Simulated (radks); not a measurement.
Results of a calculation; reference values are marked as such.
All-electron atom: Pt59+ in [Ar] 3d1 (the NIST ground configuration).

Code: a radial shooting solver on a logarithmic mesh with Libxc functionals. Model: Dirac Kohn-Sham, PBE, spin-unpolarised, spherical densities, finite nucleus; open shells fill j = l - 1/2 first; Fermi nuclear charge, rms radius 5.427 fm.

Energy parts (eV):
| part | energy |
|---|---|
| total | -403284.84 |
| kinetic | 473251.44 |
| electron-nucleus | -917828.65 |
| Hartree | 46676.47 |
| exchange-correlation | -5384.10 |

Orbitals (lengths in bohr, moments of r in powers of bohr; r(max) is where P^2 peaks):
orbital  occ.  eigenvalue (eV)      <r^2>      <r>   r(max)
1s1/2       2        -82671.61  0.0004062  0.01715  0.01062
2s1/2       2        -18027.29   0.006043  0.07115  0.06122
2p1/2       2        -17499.40   0.004278  0.05860  0.04517
2p3/2       4        -15745.13   0.005420  0.06681  0.05234
3s1/2       2        -6977.739    0.03524   0.1754   0.1664
3p1/2       2        -6772.831    0.03161   0.1648   0.1546
3p3/2       4        -6323.538    0.03647   0.1775   0.1676
3d3/2       1        -6035.061    0.02683   0.1522   0.1285
3d5/2       0        -5931.724    0.02811   0.1561   0.1320

The highest occupied level is 3d3/2 at -6035.1 eV. The electron density at the nucleus is 1.97e+06 e/bohr^3. Summed over all electrons, <r^2> = 0.3495 bohr^2, which gives a Langevin (diamagnetic) susceptibility term of -0.277 x 10^-6 cm^3/mol. The density falls to 0.001 e/bohr^3 at r = 0.56 bohr. For comparison, the ionisation energy in NIST's Atomic Spectra Database is 6106 eV (theoretical). In exact Kohn-Sham theory the highest level is minus the ionisation energy, but local and semilocal functionals leave it too shallow, through self-interaction and a potential that decays too fast; potentials with the right tail come closer.

Beside tabulated values, note that spin-unpolarised runs miss the spin-polarisation part of the exchange energy of open shells.
